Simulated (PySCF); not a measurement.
Species: sum formula H4SiO3Cl, charge 1, multiplicity 1. It need not be the lowest isomer of its formula. SMILES: O[Si]([OH2+])(Cl)O
Coordinates optimised at B3LYP-D3(BJ)/def2-TZVP (Ansatz):
```
Si
O 1 1.5950
H 2 0.9630 1 125.77
O 1 1.5950 2 118.97 3 -113.49
H 4 0.9630 1 125.77 2 113.49
O 1 1.8039 2 96.07 3 146.11
H 6 0.9733 1 119.88 2 -13.14
H 6 0.9733 7 112.18 1 -148.74
Cl 1 1.9941 2 116.09 3 32.71
```
Charge +1, spin multiplicity 1.

Dispersion corrections to the total energy (kcal/mol) from the dftd3 and dftd4 libraries through PySCF: D3(BJ) without and D4 with the three-body term, each with the damping fitted for the functional named.

| functional | D3(BJ) | D4 |
|---|---|---|
| HSE06 | -3.11 | (withheld) |
| PBE | -4.46 | -4.46 |
| B2PLYP | -3.88 | -3.10 |
| B2GP-PLYP | -3.52 | (withheld) |
| BLYP | -9.77 | (withheld) |
| TPSS | -5.73 | -6.04 |
| PBE0 | -3.96 | -3.75 |

Task: What belongs in the gaps?

Result: 
- HSE06, D4: -3.50
- B2GP-PLYP, D4: -1.87
- BLYP, D4: -9.89
